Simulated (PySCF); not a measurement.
# Structure elucidation problem

The spectra below were simulated for a compound C$_{6}$H$_{13}$O$_{2}$P.

¹H NMR (300 MHz, computed): δ 4.03 (m, 2H), 3.98 (m, 4H), 3.54 (s, 3H), 1.40 (m, 4H).

¹³C{¹H} NMR (computed): δ 84.1 (CH2), 70.1 (CH2), 60.2 (CH3), 28.9 (CH2).

Theory: geometry: GFN2-xTB, PBE0/pcSseg-1 with gauge-including orbitals, in PySCF (one averaged value for each set of equivalent atoms, relativity neglected, gas phase, one computed conformer).

δ = σ(ref) − σ, references computed at the same level: ¹H, ¹³C against TMS.

Problem. Which candidate is it?
A. CCP1(=O)CCOCC1
B. CO[C@@H]1CCC[P@H](=O)C1
C. CC(=O)[P@@](C)(=O)C(C)C
D. COCP1CCOCC1
E. CO[C@@H]1C[P@](C)(=O)[C@H]1C

Solution. D. 

1. 4 carbon signals for 6 carbons: some carbons are equivalent by symmetry or fast rotation.
2. Carbon types of the structure: 5 × CH2, 1 × CH3, which accounts for all hydrogens.
3. δC 84.1: sp3 CH2 bonded to O and P; pulled downfield by the heteroatom.
4. δC 70.1: sp3 CH2 bonded to O; the inductive effect lowers its shielding.
5. δC 60.2: methyl carbon bonded to O; deshielded by the electronegative neighbour.
6. δH 4.03: hydrogen on an sp3 CH2 bonded to O and P; its carbon carries O, hence the downfield position.
7. δH 3.54: hydrogen on a methyl carbon bonded to O; its carbon carries O, which withdraws density.

The others: CC(=O)[P@@](C)(=O)C(C)C would give 6 carbon signals, not 4; CO[C@@H]1CCC[P@H](=O)C1 would give 6 carbon signals, not 4; CO[C@@H]1C[P@](C)(=O)[C@H]1C would give 6 carbon signals, not 4; CCP1(=O)CCOCC1 would give 6 signals for carbon-bound and other non-exchanging H, not 4.

Splittings by ³¹P in the carbon and heteronuclear signals aren't shown, as no couplings were computed. Shifts are as computed. Against solution values, carbons near 30 ppm lie about +3 ppm off and those near 130 ppm about +5 ppm. Of 1211 compounds with measured shifts, 218 miss one by over three times the rms of a fit or turn the order of signals round; such compounds aren't used in these exercises. Multiplicities follow the n + 1 count of equivalent neighbours, as no J values were calculated; m marks all less simple cases, F and P coupling included.
